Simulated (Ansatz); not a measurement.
Molecule: MnH, net charge 0, septet state. The spin state was set by rule; other spins were not relaxed. 
Coordinates optimised at B3LYP-D3(BJ)/def2-TZVP (Ansatz, an electronic-structure program):
```
Mn
H 1 1.7521
```
Charge 0, spin multiplicity 7.

Computed values are from Ansatz. Correlated levels leave the core frozen unless marked. UHF or UKS for open shells. Spin-orbit coupling is left out. The frozen core is the preceding noble-gas configuration, with the filled d and f shells of earlier blocks. No relativistic terms. CBS(X,Y): correlation extrapolated as X^-3; Hartree-Fock from the larger set.

Problem. What is the atomisation energy De at CCSD(T)/CBS(def2-TZVPPD,def2-QZVPPD)?

Solution. 39.2 kcal/mol.

Problem. What is the total energy at CCSD(T)/CBS(def2-TZVPPD,def2-QZVPPD)?

Solution. -1150.5806 Eh.

Problem. What is the dipole moment at CCSD(T)/def2-SVPD?

Solution. 1.33 D.

Problem. What is the T1 diagnostic at CCSD/def2-QZVPPD?

Solution. 0.023.
